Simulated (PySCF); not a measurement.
S4, SMILES S=[S][S]=S (connectivity only; charge and spin as stated), neutral, multiplicity 1.

The structure is a stationary point at ωB97X-D3(BJ)/def2-SVP. Other conformers were not sampled.

Method: PySCF with TDA-PBE0/def2-SVPD.

Vertical excitations.  State labels are in the subgroup C2v.

Question: Estimate the UV-visible absorptions. (The exact figures need the calculation; the answer reports its results.)

Answer: 
```json
[
 {"state": "S1", "symmetry": "B1", "energy (eV)": "1.82", "λ (nm)": "681", "f": "0.000", "main pairs": "HOMO−1→LUMO 100 %"},
 {"state": "S2", "symmetry": "A2", "energy (eV)": "2.13", "λ (nm)": "581", "f": "0.000", "main pairs": "HOMO−2→LUMO 100 %"},
 {"state": "S3", "symmetry": "B2", "energy (eV)": "2.98", "λ (nm)": "417", "f": "0.118", "main pairs": "HOMO→LUMO 75 %, HOMO−2→LUMO+1 22 %"},
 {"state": "S4", "symmetry": "A2", "energy (eV)": "4.08", "λ (nm)": "304", "f": "0.000", "main pairs": "HOMO→LUMO+1 99 %"},
 {"state": "S5", "symmetry": "B1", "energy (eV)": "4.20", "λ (nm)": "295", "f": "0.004", "main pairs": "HOMO→LUMO+2 99 %"},
 {"state": "S6", "symmetry": "A1", "energy (eV)": "4.32", "λ (nm)": "287", "f": "0.008", "main pairs": "HOMO−3→LUMO 59 %, HOMO−1→LUMO+1 40 %"},
 {"state": "S7", "symmetry": "B2", "energy (eV)": "4.85", "λ (nm)": "256", "f": "0.002", "main pairs": "HOMO−1→LUMO+2 98 %"},
 {"state": "S8", "symmetry": "B1", "energy (eV)": "5.01", "λ (nm)": "247", "f": "0.000", "main pairs": "HOMO−4→LUMO 99 %"},
 {"state": "S9", "symmetry": "A1", "energy (eV)": "5.12", "λ (nm)": "242", "f": "0.006", "main pairs": "HOMO−2→LUMO+2 98 %"},
 {"state": "S10", "symmetry": "A1", "energy (eV)": "6.12", "λ (nm)": "203", "f": "0.110", "main pairs": "HOMO−1→LUMO+1 48 %, HOMO−3→LUMO 28 %, HOMO−1→LUMO+4 7 %"},
 {"state": "T1", "symmetry": "B2", "energy (eV)": "0.54", "λ (nm)": "2303", "f": "0", "main pairs": "HOMO→LUMO 100 %"},
 {"state": "T2", "symmetry": "B1", "energy (eV)": "1.43", "λ (nm)": "867", "f": "0", "main pairs": "HOMO−1→LUMO 100 %"},
 {"state": "T3", "symmetry": "A2", "energy (eV)": "1.71", "λ (nm)": "725", "f": "0", "main pairs": "HOMO−2→LUMO 99 %"},
 {"state": "T4", "symmetry": "A1", "energy (eV)": "3.09", "λ (nm)": "401", "f": "0", "main pairs": "HOMO−3→LUMO 98 %"}
]
```
Triplets are in the Tamm–Dancoff approximation.
